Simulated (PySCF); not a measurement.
Dipole response of Ir (iridium, neutral)

[Xe] 4f14 5d6 6s2 6p1, one real determinant (an excited configuration). Calculation: PySCF 2.14, in aug-cc-pwCVDZ-PP with ECP60MDF (6s6p5d3f, 70 functions); a scalar-relativistic core potential. Coupled (time-dependent) response in atomic units; α is the mean over directions. A double-zeta set is small for polarisabilities.

```csv
method,mean α (bohr³),"α xx, yy, zz",C₆ (like pair),S(−4)
BHandHLYP,81.31,"62.62, 62.62, 118.7",966.3,4090
```

S(−4) is the Cauchy moment in α(ω) = α(0) + S(−4) ω² + …

Spin-orbit coupling is absent.

α(iu) at BHandHLYP:

```tsv
u (hartree)	α(iu) (bohr³)
0	81.31
0.0500	73.05
0.100	59.05
0.200	38.01
0.300	26.14
0.500	14.99
0.750	9.352
1.00	6.624
1.50	3.958
2.00	2.661
3.00	1.441
5.00	0.6096
```

A single London oscillator, α(iu) = α/(1 + u²/ω²), gives C₆ = (3/4) ω α². Matching the computed C₆ needs ω = 4 × 966.3 / (3 × 81.31²) = 0.195 hartree.

The components differ because the open shell of this determinant is not spherical; for a pure term their mean is the scalar polarisability.

⟨L²⟩ = 8.17 against 12 for a pure F term, so this real determinant mixes terms. Energies and moments cover only the electrons outside the core potential. Spin-orbit coupling, absent here, splits the open shell strongly.
